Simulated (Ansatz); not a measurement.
A made-up structure of BH2TeF, singlet:

| atom | x (Å) | y (Å) | z (Å) |
| --- | --- | --- | --- |
| F1 | -1.6986 | 0.2165 | 1.2792 |
| B2 | 1.2072 | 0.5336 | -0.8218 |
| Te3 | -0.3096 | -0.6285 | 0.1490 |
| H4 | -0.3094 | -2.3052 | -0.0626 |
| H5 | 0.8179 | 1.5341 | -0.4096 |

It is relaxed with PBE-D4/def2-SVP and then PBE0-D4/def2-TZVP (Ansatz 0.2.0). Atoms count as bonded within 1.22 times the sum of their covalent radii (H–H: 0.88 Å). The end point is not checked to be a true minimum.

Problem. Does its bonding change? (Judge from chemistry; the calculation decides.)

Solution. Computed: Yes. Formed: B2–H4; broken: Te3–H4.

Where it ends: The first stage lowers the energy by 1.01 eV in 11 steps. It ends as BH₂TeF ([BH2][Te][F]):
```
5
angstrom
F -1.8117 -0.9729 1.2649
B 0.4732 0.0309 -0.4989
Te -0.4320 0.3480 1.3317
H 0.0776 -0.8057 -1.2450
H 1.4004 0.7503 -0.7187
```

Labels in which every atom is bracketed show which atoms are joined, not bond orders.

For scale, one of the runs: PBE0-D4/def2-TZVP relaxation, 124 basis functions, launched by `ansatz run in.yaml --threads 2 --pin off --events-out ev --progress --plain --max-ram 4352MiB`. The run took about 82 s on 2 CPU threads of an Intel Xeon Platinum 8259CL (shared host).
